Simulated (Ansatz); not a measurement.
```xyz
4

N     0.0067   -0.0010    0.4598
F     1.2177   -0.0095   -0.1241
F    -0.6177    1.0567   -0.1176
F    -0.6045   -1.0625   -0.1174
```

Basis set: 6-31G* (spherical functions). Correlated methods keep 4 orbitals frozen. Charge 0, multiplicity 1.

Computed with Ansatz (development build ahead of 0.2.0); each method stands on the lowest determinant of its kind that the runs found. Restricted open shells among the atoms or ions are ROHF, correlated in semicanonical orbitals with singles.

(1) Give the atomization energy at this shape (free ground-state atoms in the same class of orbitals less the molecule, no zero-point energy) of singlet NF3 by RHF-MP2, RHF.

Answers

(1)

```tsv
method	atomization energy
RHF-MP2	8.24 eV
RHF	1.93 eV
```
